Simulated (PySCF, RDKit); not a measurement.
Dimer: CH4 (SMILES C) (first 5 atoms) with CH3F (SMILES CF); geometry from B3LYP-D3(BJ)/def2-TZVP.
(charge 0, multiplicity 1):
```xyz
10

C      0.0274    -0.0082     0.1295
H     -0.2148    -1.0669     0.2192
H     -0.3778     0.5329     0.9827
H      1.1098     0.1145     0.0998
H     -0.4041     0.3825    -0.7910
C      0.2279    -0.5847     3.7613
F     -0.4589     0.6128     3.5942
H     -0.4500    -1.4110     3.5447
H      1.0730    -0.6035     3.0727
H      0.5787    -0.6448     4.7922
```

Interaction energies are E(AB) − E(A) − E(B) at the monomers' geometry in the complex; basis-set methods are counterpoise corrected. Rows marked so take none. RDKit's UFF carries no charges.

Rows in 6-31G* carry no dispersion term and start afresh at each structure (6-31G* with six Cartesian d functions).

The values were computed with PySCF for 6-31G* rows; RDKit for the force fields. Each number belongs to the level named beside it.

Task: One of these levels gives -1.23 kcal/mol for the interaction energy. Name it.
A. UFF
B. M06-2X/6-31G* (no counterpoise)
C. B3LYP/6-31G* (no counterpoise)

Result: C, B3LYP/6-31G* (no counterpoise). The others give -0.62 (UFF), -1.84 (M06-2X/6-31G* (no counterpoise))
